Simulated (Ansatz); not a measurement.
Program: Ansatz. Geometries: PBE0-D4/def2-TZVP. ΔE: electronic, gas phase. CCSD(T)/CBS is the MP2 limit (def2-TZVPP, def2-QZVPP) plus CCSD(T) − MP2 in def2-TZVPP, frozen cores. DFT in def2-TZVPP. def2 core potentials past Kr. For In outer-core shells are correlated without core-valence functions, which leaves a few kJ/mol of doubt a bond. Each species was taken in one conformer, which may not be the lowest.

`[F][In]([F])[O][SiH3]` + `NC(O)O` → `NC(O)O[SiH3]` + `[OH][In]([F])[F]`  (ligand exchange at the Si–O bond)

| level | ΔE (eV) |
| --- | --- |
| PBE-D4 | 0.07 |
| HF/def2-TZVPP | 0.24 |

Question: What does CCSD(T)/CBS give? (Estimate.)

Answer: The calculation gave: +0.16 eV. The listed levels differ from it by -0.09, 0.08 eV.

Largest T1 diagnostic among the species: 0.018.

From PBE to PBE0 (25 % exact exchange), in def2-TZVPP and without D4, ΔE moves by +0.04 eV. In def2-TZVPP, CCSD(T) changes the Hartree–Fock value by −0.08 eV (the triples alone add −0.01 eV) and MP2 by −0.09 eV. The D4 term adds −0.03 eV with B3LYP and −0.02 eV with PBE0; it sums over pairs of atoms, weighted by their polarisabilities, and B3LYP, whose exchange is more repulsive, gets the larger term.

B3LYP here is the variant with VWN-RPA as its local correlation; programs differ in this.
